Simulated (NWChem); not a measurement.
Molecule: C2H4O3Si; SMILES O=C1OC[SiH2]O1

```xyz
10

O     -0.4007    -2.3000     0.0000
C     -0.1448    -1.1421     0.0000
O      1.1276    -0.6794     0.0000
C      1.3277     0.7301     0.0000
Si    -0.4446     1.4194     0.0000
O     -1.0701    -0.1568     0.0000
H      1.9154     1.0064     0.8898
H      1.9154     1.0064    -0.8898
H     -0.8545     2.1536    -1.2245
H     -0.8545     2.1536     1.2245
```
Atoms are numbered in this order, from 1.

Program: NWChem. All runs use the structure optimised with PBE0/def2-SVP. Level: PBE0/def2-SVP with SMD (1 M gas to 1 M solution), gas-phase geometry. Reactions with the solvent are ignored.

### Question
Among these, which solvent gives the highest value of “solvation free energy (kcal/mol)”?
A. acetonitrile
B. 1-propanol
C. benzene
D. water

### Answer
C, benzene. Values: acetonitrile -7.5; 1-propanol -7.2; water -6.8; benzene -5.1
